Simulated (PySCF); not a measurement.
Excitation energy of Mn by level of theory

Mn [Ar] 3d5 4s2 (6S) → Mn [Ar] 3d4 4s2 4p1 (high-spin determinant), as a difference of total energies. Calculation: PySCF 2.14, in ANO-RCC-VTZP (6s5p3d2f1g, 59 functions); scalar relativity by spin-free X2C-1e. Correlated levels: valence: [Ar] frozen; valence and next inner shell: [Ne] frozen. The calculations carry no spin-orbit coupling.

| method | excitation energy (eV) |
| --- | --- |
| UHF | 7.873 |
| LDA | 9.099 |
| PBE | 8.764 |
| PBE0 | 8.566 |
| r2SCAN | 8.745 |
| PBEsol | 8.888 |
| MN15 | 8.750 |
| M06-2X | 8.374 |
| MP2 (valence) | 8.369 |
| SCS-MP2 (valence) | 7.811 |
| MP2 (valence and next inner shell) | 8.711 |
| SCS-MP2 (valence and next inner shell) | 8.212 |

Q: How much does correlation contribute at MP2 (valence and next inner shell)?

A: 8.711 − (7.873) = 0.838 eV, measured against UHF.

A first-order spin-orbit estimate (lowest level to lowest level, LS coupling) adds -0.094 eV.

The upper state lies above the first ionisation limit, where it may autoionise and the basis confines it.

The basis was made for the ground configuration and has no added diffuse functions, so the excitation energy can come out too high.

The determinant of the upper state mixes LS terms, which raises its energy above the lowest term, most at the Hartree-Fock and MP2 levels.
